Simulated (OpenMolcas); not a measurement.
# OpenMolcas run: Cs

Input:

```
&GATEWAY
Coord
1

Cs 0.0 0.0 0.0
Basis=ANO-RCC-MB
Group=XYZ
NoMove
AngMom=0.0 0.0 0.0
AMFI
&SEWARD
Relativistic=R03O02
&RASSCF
FileOrb=start.orb
Symmetry=1
Spin=2
nActEl=1 0 0
Inactive=15 12
Ras2=1 3
CIRoot=1 1 1
SDav=1
CIMx=300
Iter=120 100
PrWF=0.3
OrbListing=Nothing
MaxOrb=0
Atom
>>> COPY $Project.JobIph JOB001
&RASSCF
FileOrb=start.orb
Symmetry=2
Spin=2
nActEl=1 0 0
Inactive=15 12
Ras2=1 3
CIRoot=3 3 1
SDav=3
CIMx=300
Iter=120 100
PrWF=0.3
OrbListing=Nothing
MaxOrb=0
Atom
>>> COPY $Project.JobIph JOB002
&RASSI
NrOfJobIphs=2 1 3
1
1 2 3
IphNames
JOB001
JOB002
EJob
SpinOrbit
DIPRint=1.0
SOCoupling=1000.0
Subsets=2
MEES
Property=10
'ANGMOM' 1 'ANGMOM' 2 'ANGMOM' 3 'MLTPL  1' 1 'MLTPL  1' 2 'MLTPL  1' 3
'AMFI' 1 'AMFI' 2 'AMFI' 3 'MLTPL  2' 6
SOProperty=3
'ANGMOM' 1 'ANGMOM' 2 'ANGMOM' 3
```

Launched by
```bash
OMP_NUM_THREADS=1 MOLCAS_MEM=2252 MOLCAS_PROJECT=a pymolcas a.inp > a.log  # once for each step of the input, in one work folder
```

A driver script runs the steps one by one and writes start.orb anew before each from the orbitals found so far.

Output, cut to the results:

```
--- SEWARD ---
Basis set label: CS.ANO-RCC...6S5P2D.

      Electronic valence basis set:
      ------------------
      Associated Effective Charge  55.000000 au
      Associated Actual Charge     55.000000 au
      Nuclear Model: Point charge

      Shell  nPrim  nBasis  Cartesian Spherical Contaminant
         s      26       6        X
         p      22       5        X
         d      15       2                 X
Relativistic=R03O02
                  Relativistic Douglas-Kroll-Hess integrals:
                    - DKH order of Hamiltonian: 3
                    - DKH order of Properties : 2
--- RASSCF ---
Wave function specifications:
      -----------------------------

      Number of closed shell electrons          54
      Number of electrons in active shells       1
      Max number of holes in RAS1 space          0
      Max nr of electrons in RAS3 space          0
      Number of inactive orbitals               27
      Number of active orbitals                  4
      Number of secondary orbitals               0
      Spin quantum number                      0.5
      State symmetry                             1
Orbital specifications:
      -----------------------

      Symmetry species                           1   2
                                                ag  au
      Frozen orbitals                            0   0
      Inactive orbitals                         15  12
      Active orbitals                            1   3
      RAS1 orbitals                              0   0
      RAS2 orbitals                              1   3
      RAS3 orbitals                              0   0
      Secondary orbitals                         0   0
      Deleted orbitals                           0   0
      Number of basis functions                 16  15
      Number of CSFs                             1
      Number of root(s) required                 1
      Iter CI   SX   CI       RASSCF       Energy    max ROT     max BLB   max BLB  Level Ln srch  Step   QN
          iter iter root      energy       change     param      element    value   shift minimum  type update
 Nr of preliminary CI iterations:   1
 ###############################################################################
 ###############################################################################
 ###                                                                         ###
 ###                                                                         ###
 ###    WARNING: Problems in orbital optimization.                           ###
 ###                                                                         ###
 ###                                                                         ###
 ###############################################################################
 ###############################################################################
  Warning: In symmetry  2, orbital p=  13 has diagonal density matrix element D(p,p) close to zero. D(p,p)=  0.000000E+00
  Warning: In symmetry  2, orbital p=  14 has diagonal density matrix element D(p,p) close to zero. D(p,p)=  0.000000E+00
        ...
  Warning: In symmetry  2, orbital p=  13 has diagonal density matrix element D(p,p) close to zero. D(p,p)=  0.000000E+00
  Warning: In symmetry  2, orbital p=  14 has diagonal density matrix element D(p,p) close to zero. D(p,p)=  0.000000E+00
  Warning: In symmetry  2, orbital p=  15 has diagonal density matrix element D(p,p) close to zero. D(p,p)=  0.000000E+00
        4   1    1    1  -783.48242908    9.09E-13   0.00E+00    9  16 1 -5.88E-08   0.00   0.00    SX    NO
      Convergence after  4 iterations
        5   1    1    1  -783.48242908   -9.09E-12   0.00E+00    9  16 1 -5.88E-08   0.00   0.00    SX    NO
      Natural orbitals and occupation numbers for root  1
      sym 1:   1.000000
      sym 2:   0.000000   0.000000   0.000000
::    RASSCF root number  1 Total energy:  -7783.48242908
--- RASSCF ---
Wave function specifications:
      -----------------------------

      Number of closed shell electrons          54
      Number of electrons in active shells       1
      Max number of holes in RAS1 space          0
      Max nr of electrons in RAS3 space          0
      Number of inactive orbitals               27
      Number of active orbitals                  4
      Number of secondary orbitals               0
      Spin quantum number                      0.5
      State symmetry                             2
...
--- RASSI ---
SPIN-FREE ENERGIES:
  (Shifted by EMIN (a.u.) =      -7783.4824290847)

 SF State       Relative EMIN(au)   Rel lowest level(eV)    D:o, cm**(-1)      L_eff

     1             0.0000000000        0.0000000000              0.0000         0.0
     2             0.0435079864        1.1839126238           9548.8993         1.0
     3             0.0435079864        1.1839126238           9548.8993         1.0
     4             0.0435079864        1.1839126238           9548.8993         1.0
     Dipole printing threshold changed to   1.00000000E+00

++ Dipole transition strengths (spin-free states):
   -----------------------------------------------
     for osc. strength at least  1.00000000E+00

  ( Max oscillator strength is only   0.39910687307279907      )
--
Eigenvalues of complex Hamiltonian:
   -----------------------------------
  (Shifted by EMIN (a.u.) =      -7783.4824290847)

 SO State       Relative EMIN(au)   Rel lowest level(eV)    D:o, cm**(-1)     J-value

     1             0.0000000000        0.0000000000              0.0000         0.4
     2             0.0000000000        0.0000000000              0.0000         0.4
     3             0.0423353947        1.1520047774           9291.5451         0.4
     4             0.0423353947        1.1520047774           9291.5451         0.4
     5             0.0440942823        1.1998665471           9677.5764         1.3
     6             0.0440942823        1.1998665471           9677.5764         1.3
     7             0.0440942823        1.1998665470           9677.5764         1.0
     8             0.0440942823        1.1998665470           9677.5764         1.0
Weights of the five most important spin-orbit-free states for each spin-orbit state.

 SO State  Total energy (au)           Spin-free states, spin, and weights
 -------------------------------------------------------------------------------------------------------
...
```

The J values that RASSI prints are effective ones from its own formula and need not be integers or half-integers; the table below assigns J from the states.

Levels above the lowest, from the spin-orbit matrix, grouped by J:

```json
{"Configuration": "6s", "Term": "2S", "J": "1/2", "E (cm-1)": "0.0", "Measured (cm-1)": "0.0", "Term weight %": "100"}
{"Configuration": "6p", "Term": "2P*", "J": "1/2", "E (cm-1)": "9292", "Measured (cm-1)": "11178", "Term weight %": "100"}
{"Configuration": "6p", "Term": "2P*", "J": "3/2", "E (cm-1)": "9678", "Measured (cm-1)": "11732", "Term weight %": "100"}
```

Against the 2 measured excited levels shown (NIST Handbook of Basic Atomic Spectroscopic Data) the mean absolute deviation is 2000 cm-1; the largest miss in energy is 6p 2P* 3/2: computed 9678, measured 11732 cm-1 (-17.5 %).

ANO sets are built for ground and valence states and can reach diffuse excited orbitals poorly. With one active electron the reference holds no correlation, so core polarisation is missing. Computed and measured levels are paired by configuration, term and J; levels that our copy of the source lacks, or whose pairing is in doubt (as where it misses far off the trend of its configuration), stay unpaired and out of the deviations. Only configurations of the active space appear.

The term weight is that of the spin-free term in the level, not the purity of its configuration. * marks odd parity.
